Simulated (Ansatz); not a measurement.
Al4Ga3⁺. Charge 1, multiplicity 1. Geometry PBE-D4/def2-SVP.

```xyz
7

Al   -1.489    1.217    0.834
Al   -1.771   -1.098   -0.186
Al    0.893    1.368    1.912
Al    0.426   -2.481    0.166
Ga    0.251   -2.199   -2.477
Ga    0.936    3.190   -0.035
Ga    0.754    0.003   -0.214
```

The restricted singlet is unstable towards broken spin symmetry in Hartree–Fock (as tested in another run); at HF/STO-3G this wasn't settled. The restricted singlet is unstable towards broken spin symmetry at other levels; at PBE-D4/def2-SVP, r2SCAN-D4/def2-TZVP, B97M-V/def2-TZVP, PBE0-D4/def2-SVP this wasn't settled. Another isomer (singlet) lies 2.17 eV lower at PBE0-D4/def2-TZVP; other spin states weren't run for this one.

Task: Estimate the orbital energies around the gap (eV) in Ansatz with HF/STO-3G, PBE-D4/def2-SVP, r2SCAN-D4/def2-TZVP, B97M-V/def2-TZVP, PBE0-D4/def2-SVP.

Result: 
```
orbital  HF/STO-3G  PBE-D4/def2-SVP  r2SCAN-D4/def2-TZVP  B97M-V/def2-TZVP  PBE0-D4/def2-SVP
 HOMO−9     -12.82           -15.99               -16.38            -16.18            -17.59
 HOMO−8     -12.02           -14.47               -14.77            -14.57            -15.87
 HOMO−7     -11.51           -12.96               -13.16            -12.91            -14.10
 HOMO−6     -10.44           -12.05               -12.22            -12.00            -13.06
 HOMO−5      -9.72           -11.51               -11.62            -11.42            -12.41
 HOMO−4      -9.12           -10.90               -11.03            -10.85            -11.73
 HOMO−3      -8.22            -9.94               -10.00             -9.91            -10.61
 HOMO−2      -7.19            -8.68                -8.76             -8.62             -9.29
 HOMO−1      -6.37            -8.53                -8.61             -8.48             -9.15
   HOMO      -6.27            -8.31                -8.38             -8.25             -8.83
   LUMO      -0.26            -7.59                -7.55             -7.40             -7.04
 LUMO+1       0.09            -7.26                -7.22             -7.06             -6.73
 LUMO+2       0.31            -7.15                -7.07             -6.92             -6.56
 LUMO+3       1.11            -6.82                -6.73             -6.62             -6.22
 LUMO+4       1.33            -6.70                -6.60             -6.50             -6.15
 LUMO+5       1.89            -6.34                -6.18             -6.08             -5.68
```
